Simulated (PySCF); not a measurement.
## Curvature of the energy in the electron number along the 5p block, charge +2

Calculated with PySCF 2.14, in x2c-TZVPall, spin-free X2C: one orbital is emptied in steps, and each cell gives the departure of E from the straight line at half an electron, in eV (from a cubic fit). The exact functional gives zero.

| species | orbital | LDA | PBE | r2SCAN | PBE0 | BHandHLYP | LC-wPBE | wB97X | UHF |
| --- | --- | --- | --- | --- | --- | --- | --- | --- | --- |
| Sn²⁺ | 5s beta | -1.16 | -1.16 | -1.01 | -0.84 | -0.59 | -0.14 | -0.23 | 0.06 |
| Sb²⁺ | 5p alpha | -1.09 | -1.05 | -0.97 | -0.77 | -0.52 | -0.10 | -0.22 | 0.07 |
| Te²⁺ | 5p alpha | -1.17 | -1.13 | -1.04 | -0.82 | -0.55 | -0.14 | -0.23 | 0.09 |
| I²⁺ | 5p alpha | -1.24 | -1.20 | -1.11 | -0.87 | -0.57 | -0.17 | -0.25 | 0.11 |
| Xe²⁺ | 5p beta | -1.23 | -1.18 | -1.08 | -0.85 | -0.56 | -0.14 | -0.32 | 0.16 |

Question: How does the mean departure depend on the functional?

Answer: LDA -1.18 eV; PBE -1.14 eV; r2SCAN -1.04 eV; PBE0 -0.83 eV; BHandHLYP -0.56 eV; LC-wPBE -0.14 eV; wB97X -0.25 eV; UHF 0.10 eV. Semilocal functionals are convex (delocalisation error), Hartree-Fock is concave or straight, and exact exchange removes curvature roughly in proportion to its share, so among the functionals the range-separated hybrids usually come closest to zero.

No spin-orbit coupling is included.
